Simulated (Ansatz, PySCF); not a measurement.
The pair A = GeH4 (SMILES [GeH4]) (first 5 atoms), B = CH2O2 (SMILES O=CO); geometry from B3LYP-D3(BJ)/def2-TZVP.
(charge 0, multiplicity 1):
```xyz
10

Ge    -0.28487     0.14269     0.13679
H     -0.81389    -0.21854    -1.26178
H     -0.68263     1.57599     0.49631
H      1.23216    -0.05082     0.19212
H     -0.95350    -0.83098     1.13506
O      0.84590     0.90967     3.19477
C      0.42232     0.24711     4.10020
O     -0.45061    -0.76141     3.98040
H      0.69598     0.38032     5.15461
H     -0.67543    -0.85627     3.03596
```

Correlated levels freeze the cores. Filled d and f shells under p-block atoms count as core. Rows in 6-31G* carry no dispersion term and start afresh at each structure (6-31G* with six Cartesian d functions); the Pople sets are all-electron and without relativity.

Programs: Ansatz (a program for electronic structure) with Gaussian orbitals; PySCF for 6-31G* rows. 

Total energies (hartree), monomers frozen at their geometry in the pair:

```tsv
structure	HF/6-31G*	PBE/def2-TZVPPD	MP2/aug-cc-pVDZ
AB	-2266.1423998	-2268.7099215	-2267.0921090
A in the pair's basis	-2077.3802979	-2079.0586230	-2077.7623967
B in the pair's basis	-188.7626488	-189.6488134	-189.3266092
A	-2077.3801297	-2079.0584821	-2077.7614697
B	-188.7607204	-189.6487738	-189.3258432
```

### Question
Work out the interaction energy without and with the counterpoise correction, and the superposition error, for each level.

### Answer

E(AB) − E(A) − E(B), times 627.509 kcal/mol, with the monomers in their own basis and then in the pair's basis:
- HF/6-31G*: -0.97 uncorrected, 0.34 corrected; the monomers gain 1.32 kcal/mol from borrowed functions
- PBE/def2-TZVPPD: -1.67 uncorrected, -1.56 corrected; the monomers gain 0.11 kcal/mol from borrowed functions
- MP2/aug-cc-pVDZ: -3.01 uncorrected, -1.95 corrected; the monomers gain 1.06 kcal/mol from borrowed functions
